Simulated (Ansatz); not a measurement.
Species: C3H3N2, charge -1, multiplicity 1. It need not be the lowest isomer of its formula. Whether it binds its extra electron was not tested at this geometry. 
Coordinates optimised at B3LYP-D3(BJ)/def2-TZVP (Ansatz, a first-principles code):
SMILES: [nH]1ncc[c-]1
```xyz
8

C      0.4701     1.1915    -0.1304
C     -0.8770     0.7998     0.0610
C     -0.9285    -0.6073     0.1523
N      0.2810    -1.1520     0.0345
N      1.0714    -0.0361    -0.1313
H     -1.7252     1.4694     0.1262
H     -1.7850    -1.2563     0.2981
H      2.0554    -0.2006    -0.2439
```
Charge -1, spin multiplicity 1.

Total electronic energies in hartree. Valence correlation only, unless marked. Spin-orbit coupling is left out. Non-relativistic. Basis-set limits of correlation are two-point, X^-3; Hartree-Fock from the larger set.

```csv
level,program,energy (Eh)
HF/aug-cc-pVDZ,Ansatz,-224.19531
RI-HF/aug-cc-pVTZ,Ansatz,-224.24126
r2SCAN-D3(BJ)/def2-TZVPD,Ansatz + dftd3,-225.53800
PBE0/STO-3G,Ansatz,-222.33063
PBE0-D3(BJ)/def2-TZVPD,Ansatz + dftd3,-225.40433
MP2/STO-3G,Ansatz,-221.46792
CCSD/6-31G,Ansatz,-224.54047
CCSD(T)/aug-cc-pVDZ,Ansatz,-225.01712
"CCSD(T)/CBS(aug-cc-pVTZ,aug-cc-pVQZ)",Ansatz,-225.2962
```

Totals of different functionals don't rank their quality; only differences between species are comparable.
